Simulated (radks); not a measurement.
Question: Radial electron density D(r) = 4 pi r^2 rho(r) of an atom or ion with 28 electrons. Method: scalar-relativistic Kohn-Sham, r2SCAN, spin-unpolarised, spherical densities, finite nucleus; meta-GGA in the generalised Kohn-Sham scheme; Fermi nuclear charge, rms radius of each element as measured or else 0.836 A^(1/3) + 0.57 fm; computed with a radial shooting solver on a logarithmic mesh with Libxc functionals.

```
   r/bohr * D(r) (the largest magnitude, 40.1, reaches the edge; | marks zero)
 0.002623 | *
 0.003029 | *
  0.00347 |  *
 0.004008 |   *
 0.004592 |    *
 0.005303 |      *
 0.006075 |       *
 0.007016 |         *
 0.008039 |            *
 0.009284 |              *
  0.01064 |                  *
  0.01219 |                     *
  0.01407 |                         *
  0.01612 |                              *
  0.01862 |                                  *
  0.02133 |                                      *
  0.02464 |                                          *
  0.02823 |                                             *
   0.0326 |                                               *
  0.03735 |                                               *
  0.04313 |                                              *
  0.04941 |                                            *
  0.05707 |                                         *
  0.06538 |                                       *
  0.07491 |                                     *
  0.08651 |                                      *
  0.09911 |                                         *
   0.1145 |                                             *
   0.1311 |                                                  *
   0.1514 |                                                      *
   0.1735 |                                                      *
   0.2004 |                                                  *
   0.2296 |                                            *
   0.2651 |                                   *
   0.3038 |                            *
    0.348 |                        *
   0.4019 |                       *
   0.4605 |                          *
   0.5318 |                             *
   0.6093 |                              *
   0.7036 |                            *
   0.8061 |                        *
    0.931 |                  *
    1.067 |             *
    1.232 |        *
    1.411 |     *
     1.63 |  *
    1.867 | *
    2.139 |*
    2.471 |*
    2.831 |*
    3.269 *
    3.745 *
    4.325 *
    4.955 *
    5.723 *
    6.557 *
    7.572 *
    8.675 *
    10.02 *
```

What is the nuclear charge?

Answer: Z = 29. The innermost maximum, from 1s, lies near gamma/Z bohr with gamma = sqrt(1 - (Z/c)^2) = 0.977, here 0.0337 bohr (found: 0.0365), and its height grows with Z. The density is that of the copper ion Cu+ in [Ar] 3d9.5 4p0.5; the configuration itself is not fixed sharply by these data, and Z only to about a unit. D(r) has 3 maxima, at r = 0.0365, 0.165, 0.600 bohr, and minima at 0.0786, 0.377 bohr, inside which lie 2.11, 10.84 electrons.
